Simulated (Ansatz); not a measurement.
Reaction (cleavage of the Si–Si bond): `O[SiH2][SiH](O)F` + `N[SiH2]F` → `O[SiH](F)N[SiH2]F` + silanol

Calculated with Ansatz (gas phase, PBE0-D4/def2-TZVP geometries, no zero-point term in ΔE). CCSD(T)/CBS is the MP2 limit (def2-TZVPP, def2-QZVPP) plus CCSD(T) − MP2 in def2-TZVPP, frozen cores. Each species was taken in one conformer, which may not be the lowest.

| level | ΔE (kJ/mol) |
| --- | --- |
| SCS-MP2/def2-QZVPP | -105.4 |
| CCSD/CBS(def2) | -99.2 |

Problem. What does CCSD(T)/CBS give? (Best estimate.)

Solution. The calculation gave: -97.3 kJ/mol. The listed levels differ from it by -8.1, -1.9 kJ/mol.

Largest T1 diagnostic among the species: 0.012.

Leaving LDA and LC-ωPBE aside and taking each functional with its dispersion term where it has one, the values, not all of them listed here, spread over 28.7 kJ/mol, from BHLYP-D4 to PBE-D4. LDA lies −4.9 kJ/mol from PBE without D4. From r2SCAN to r2SCAN0 (25 % exact exchange), in def2-TZVPP and without D4, ΔE moves by −4.8 kJ/mol.

CCSD(T)/CBS has its own doubt, a few kJ/mol and more with outer-core shells, so smaller differences from it don't rank the levels.
